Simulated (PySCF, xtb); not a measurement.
1-fluorobuta-1,2-diene (C4H5F), SMILES CC=C=CF.

GFN2-xTB (xtb 6.7.1) at its own geometry gives an orbital gap of 5.00 eV and a dipole moment of 2.84 D.

Geometry: PBE0-D3(BJ)/def2-SVP.

Q: What does PBE/def2-TZVP (PySCF) give? (Estimate from the structure and the level; the computed values follow.)

A: gap 4.67 eV (levels -6.02 and -1.35 eV), dipole 1.95 D.
